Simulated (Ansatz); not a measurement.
C2H9BOSi can be A, `BC(O)[SiH2]C`, or B, `COB(C)[SiH3]`.

Calculated with Ansatz (gas phase, PBE0-D4/def2-TZVP geometries, no zero-point term in ΔE). CCSD(T)/CBS is the MP2 limit (def2-TZVPP, def2-QZVPP) plus CCSD(T) − MP2 in def2-TZVPP, frozen cores. Functionals use def2-TZVPP. B3LYP here is the variant with VWN-RPA as its local correlation; programs differ in this. One conformer a species, not always the lowest.

Problem. Which is lower in electronic energy at CCSD(T)/CBS, and by how much? (Estimate.)

Solution. The calculation gave: B, by 31.2 kcal/mol.

Problem. Give E(B) − E(A) in kcal/mol with B3LYP, HF/def2-TZVPP, CCSD/def2-TZVPP, CCSD(T)/def2-TZVPP, ωB97M-V, B2PLYP, PBE-D4. (Estimate.)

Solution. Ansatz gave: B3LYP -33.1, HF/def2-TZVPP -34.2, CCSD/def2-TZVPP -32.4, CCSD(T)/def2-TZVPP -32.2, ωB97M-V -30.0, B2PLYP -32.4, PBE-D4 -31.4. None reverses the order clearly.

Largest T1 diagnostic: 0.014.

In def2-TZVPP, CCSD(T) changes the Hartree–Fock value by +2.1 kcal/mol (the triples alone add +0.2 kcal/mol) and MP2 by +3.8 kcal/mol. The D4 term adds +0.8 kcal/mol with B3LYP and +0.4 kcal/mol with PBE0; it sums over pairs of atoms, weighted by their polarisabilities, and B3LYP, whose exchange is more repulsive, gets the larger term.
